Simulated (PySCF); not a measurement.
Se(Me)(SH), SMILES [Se](C)S (CH₄SSe) (PBE0/def2-SVP optimised geometry):

```
7

Se    -0.390    -1.194     0.000
C     -0.724     0.724     0.000
H     -1.814     0.845    -0.085
H     -0.234     1.194    -0.862
H     -0.377     1.179     0.937
S      1.814    -1.194     0.000
H      2.005    -1.164     1.341
```

Level of theory: PBE0/def2-TZVP in PySCF.

Question: What are the frontier orbital energies and the dipole moment?

Answer: HOMO-2 -9.24 eV, HOMO-1 -7.35 eV, HOMO -6.67 eV, LUMO -1.07 eV, LUMO+1 0.54 eV; dipole moment 1.78 D.

On the same geometry PBE/def2-TZVP (PySCF 2.14.0) gives HOMO-2 -8.05 eV, HOMO-1 -6.13 eV, HOMO -5.51 eV, LUMO -2.00 eV, LUMO+1 -0.36 eV; dipole moment 1.70 D.

Meta-Löwdin charges at PBE0/def2-TZVP: Se1 0.12, C2 -0.44, H3 0.14, H4 0.14, H5 0.13, S6 -0.18, H7 0.10.
